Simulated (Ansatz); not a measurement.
`[OH][Al]([Br])[O][SiH3]` + CH₄ → `[CH3][Al]([OH])[Br]` + `O[SiH3]` at 298.15 K and 1 bar (formal exchange of groups at the Al–O bond).

Isolated molecules relaxed with PBE0-D4/def2-TZVP in Ansatz; ΔE leaves out vibrations. CBS: MP2 limit from def2 TZ/QZ plus the TZ coupled-cluster correction, frozen cores. This one scheme is used for every species. For Br outer-core shells are correlated without core-valence functions, which leaves a few kJ/mol of doubt a bond. Scalar relativity is left out up to krypton. Each species was taken in one conformer, which may not be the lowest.

```
                  species  CCSD(T)/CBS energy (Eh)  H − E (kJ/mol)  S (J/(mol·K))
`[OH][Al]([Br])[O][SiH3]`              -3257.40041           142.7          405.9
                      CH₄                -40.46206           127.4          186.2
    `[CH3][Al]([OH])[Br]`              -2931.11374           153.4          351.4
                `O[SiH3]`               -366.69042           113.6          257.8
```

H − E and S are ideal-gas, rigid-rotor, harmonic terms from PBE0-D4/def2-TZVP, for one conformer and one mirror image of each species. 1 Eh = 2625.50 kJ/mol, R = 8.31446 J/(mol·K).

Question: By hand: ΔE, ΔH, ΔS and ΔG.

Answer: ΔE = (-2931.11374) + (-366.69042) − (-3257.40041) − (-40.46206) = 0.05831 Eh = 153.1 kJ/mol. Δ(H − E) = 153.4 + 113.6 − 142.7 − 127.4 = -3.1, so ΔH = 150.0 kJ/mol. ΔS = 351.4 + 257.8 − 405.9 − 186.2 = 17.1 J/(mol·K). ΔG = 150.0 − 298.15 × (17.1)/1000 = 144.9 kJ/mol.

Question: By hand: the equilibrium constant, and the temperature at which ΔG would vanish if ΔH and ΔS stayed fixed.

Answer: log₁₀ K = −ΔG/(RT ln 10) = -25.4. ΔG = 0 at ΔH/ΔS = 8772 K, far beyond where these terms or the molecules hold.

ΔH outweighs TΔS. A doubt of 5 kJ/mol in ΔE shifts log₁₀ K by 0.9 here. Other conformers and mirror images would add mixing entropy, several J/(mol·K) or more a flexible species. Modes under 60 cm⁻¹, often nearly free rotors, make the harmonic entropy too high. These are equilibria of isolated gas molecules and say nothing of rates. Largest T1 diagnostic: 0.011 (customary marks: 0.02 for closed shells, 0.045 for open ones).
